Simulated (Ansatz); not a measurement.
`[SiH3][SnH2][SH]` + `F/C=C\I` → `[F][SnH2][SH]` + `[SiH3]/C=C/I`  (formal exchange of groups at the Sn–Si bond)

Gas-phase electronic energies from Ansatz, PBE0-D4/def2-TZVP geometries. CCSD(T)/CBS adds triple-zeta CCSD(T) − MP2 to the extrapolated MP2 energy (def2 sets, frozen cores). Double bonds are as drawn, so ΔE can hold a change between cis and trans. DFT in def2-TZVPP. Elements past krypton have def2 core potentials. For I, Sn outer-core shells are correlated without core-valence functions, which leaves a few kJ/mol of doubt a bond. Each species was taken in one conformer, which may not be the lowest.

`[SiH3][SnH2][SH]`:

Cartesian coordinates in Å:
```
Si -0.483 0.598 -1.545
Sn 0.323 0.173 0.847
S 0.174 -2.216 1.159
H 0.384 -0.139 -2.499
H -0.414 2.053 -1.841
H -1.886 0.134 -1.687
H -0.653 0.928 2.032
H 1.946 0.647 1.105
H 0.610 -2.178 2.429
```

`F/C=C\I`:

Z-matrix (Å, degrees):
```
C
C 1 1.319
F 1 1.327 2 123.6
H 1 1.085 2 123.4 3 -180.0
I 2 2.062 1 123.8 3 -0.0
H 2 1.080 1 120.1 3 180.0
```

`[F][SnH2][SH]`:

Cartesian coordinates in Å:
```
F 1.726 -0.897 -0.576
Sn 0.129 -0.408 0.379
S -1.315 0.686 -1.165
H -0.576 -1.877 0.851
H 0.687 0.645 1.590
H -0.651 1.851 -1.079
```

`[SiH3]/C=C/I`:

```xyz
9

Si   -1.055    0.365    0.831
C    -0.042   -0.175   -0.637
C     1.272   -0.310   -0.544
I     2.508   -0.906   -2.113
H    -0.144    0.577    1.985
H    -1.777    1.628    0.525
H    -2.063   -0.673    1.173
H    -0.535   -0.382   -1.583
H     1.836   -0.123    0.363
```

```json
{"level": "r2SCAN-D4", "ΔE (kJ/mol)": "-110.4"}
{"level": "ωB97M-V", "ΔE (kJ/mol)": "-109.9"}
{"level": "CCSD(T)/def2-TZVPP", "ΔE (kJ/mol)": "-111.7"}
{"level": "MP2/def2-QZVPP", "ΔE (kJ/mol)": "-127.1"}
```

(1) What does CCSD(T)/CBS give? (An estimate is asked.)

Largest T1 diagnostic among the species: 0.013.

Results:

(1) Computed: -118.9 kJ/mol. The listed levels differ from it by 8.5, 9.0, 7.2, -8.2 kJ/mol.
